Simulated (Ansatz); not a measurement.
57-crown-19 (C₃₈H₇₆O₁₉), 133 atoms. Hardware: 11 threads of AMD EPYC 7R13 on a shared host and a whole NVIDIA H100 80GB HBM3.

Correlated methods freeze 57 core orbitals. Single mean-field runs in 6-31G, def2-SVP, def2-TZVP are fitted with def2-universal-jkfit.

Q: How many basis functions does each of these Ansatz runs have, and roughly what does it cost? r2SCAN-D4/def2-SVP, charge 0 singlet, relaxation, 33 steps; MP2/def2-SVP, charge 0 singlet, energy, from earlier orbitals; BLYP-D4/def2-TZVP, charge 1 doublet at the geometry of the charge 0 singlet, energy, from earlier orbitals; HF/STO-3G, charge 0 singlet, energy; HF/6-31G, charge 0 singlet, energy; PBE-D4/def2-TZVP, charge 0 triplet at the geometry of the charge 0 singlet, energy, from earlier orbitals; BLYP-D4/def2-TZVP, charge -1 doublet at the geometry of the charge 0 singlet, energy, from earlier orbitals; PBE0-D4/def2-TZVP, charge 1 doublet at the geometry of the charge 0 singlet, energy; PBE-D4/def2-TZVP, charge 1 doublet at the geometry of the charge 0 singlet, energy, from earlier orbitals; PBE0-D4/def2-TZVP, charge -1 doublet at the geometry of the charge 0 singlet, energy; B3LYP-D4/6-31G, charge 0 singlet, energy; PBE0-D4/def2-TZVP, charge 0 singlet, energy, from earlier orbitals.

A: Other jobs shared the machine, so times can vary by a factor of up to 3.

| run | functions | fitting or Cholesky vectors | wall time | peak host memory (GiB) |
| --- | --- | --- | --- | --- |
| HF/STO-3G, charge 0 singlet, energy | 361 | 5395 | 2.4 s | 1.3 |
| HF/6-31G, charge 0 singlet, energy | 665 | 5681 | 2.6 s | 1.4 |
| B3LYP-D4/6-31G, charge 0 singlet, energy | 665 | 5681 | 4.2 s | 1.4 |
| PBE0-D4/def2-TZVP, charge 0 singlet, energy, from earlier orbitals | 2223 | 5681 | 15 s | 2 |
| MP2/def2-SVP, charge 0 singlet, energy, from earlier orbitals | 1178 | 11980 | 20 s | 3.2 |
| PBE-D4/def2-TZVP, charge 1 doublet at the geometry of the charge 0 singlet, energy, from earlier orbitals | 2223 | 5681 | 22 s | 4.6 |
| BLYP-D4/def2-TZVP, charge 1 doublet at the geometry of the charge 0 singlet, energy, from earlier orbitals | 2223 | 5681 | 23 s | 4.6 |
| BLYP-D4/def2-TZVP, charge -1 doublet at the geometry of the charge 0 singlet, energy, from earlier orbitals | 2223 | 5681 | 23 s | 4.6 |
| PBE-D4/def2-TZVP, charge 0 triplet at the geometry of the charge 0 singlet, energy, from earlier orbitals | 2223 | 5681 | 36 s | 4.7 |
| PBE0-D4/def2-TZVP, charge -1 doublet at the geometry of the charge 0 singlet, energy | 2223 | 5681 | 52 s | 4.9 |
| PBE0-D4/def2-TZVP, charge 1 doublet at the geometry of the charge 0 singlet, energy | 2223 | 5681 | 52 s | 4.8 |
| r2SCAN-D4/def2-SVP, charge 0 singlet, relaxation, 33 steps | 1178 | 5681 | 2.5 min | 1.7 |
